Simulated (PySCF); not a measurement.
This script is equivalent to a calculation on F⁺ (fluorine, charge +1).

```python
from pyscf import gto, scf, dft, mp, cc
import basis_set_exchange as bse
mol = gto.M(atom="F 0 0 0", charge=1, spin=2, symmetry="D2h",
            basis=gto.basis.parse(bse.get_basis("def2-SVP", elements=["F"], fmt="nwchem", header=False)))
mf = dft.UKS(mol, xc="LDA,VWN")
mf.irrep_nelec = {'Ag': (2, 2), 'B1u': (1, 0), 'B2u': (1, 1), 'B3u': (1, 0)}
mf.kernel()
```

Task: What total energy does it give?

Result: -98.325 hartree (calculated).

Task: Which occupied shell lies highest, and where?

Result: 2p β, at -26.282 eV.

Task: What is ⟨S²⟩, and what would a pure spin state give?

Result: 2.002, against 2.00.
